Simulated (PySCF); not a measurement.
Excitation energy of P by level of theory

P [Ne] 3s2 3p3 (4S) → P [Ne] 3s2 3p2 3d1 (high-spin determinant), as a difference of total energies. All numbers are calculated (PySCF 2.14, no relativity, point nucleus, in aug-cc-pwCVTZ (8s7p5d3f, 75 functions)). Correlated levels: valence: [Ne] frozen; valence and next inner shell: 1s2 frozen; nothing frozen. The calculations carry no spin-orbit coupling.

```
                                method  excitation energy (eV)
                                   UHF                   9.330
                                   LDA                   8.788
                                   PBE                   8.722
                                  PBE0                   8.971
                                r2SCAN                   9.160
                                 B97-3                   8.953
                                 TPSSh                   8.975
                                PBEsol                   8.748
                                  PW91                   8.737
                         MP2 (valence)                   9.374
                     SCS-MP2 (valence)                   9.317
    MP2 (valence and next inner shell)                   9.376
SCS-MP2 (valence and next inner shell)                   9.322
                   MP2 (all electrons)                   9.378
               SCS-MP2 (all electrons)                   9.323
```

Question: How much does correlation contribute at MP2 (all electrons)?

Answer: 9.378 − (9.330) = 0.048 eV, measured against UHF.

A first-order spin-orbit estimate (lowest level to lowest level, LS coupling) adds -0.021 eV.

The promoted electron is Rydberg-like, and one or two diffuse shells describe it only roughly, which tends to raise the upper state.

In the upper state the promoted electron has a positive orbital energy at LDA, PBE, PBE0, r2SCAN, B97-3, TPSSh, PBEsol, PW91, so the basis confines it.

The determinant of the upper state mixes LS terms, which raises its energy above the lowest term, most at the Hartree-Fock and MP2 levels.
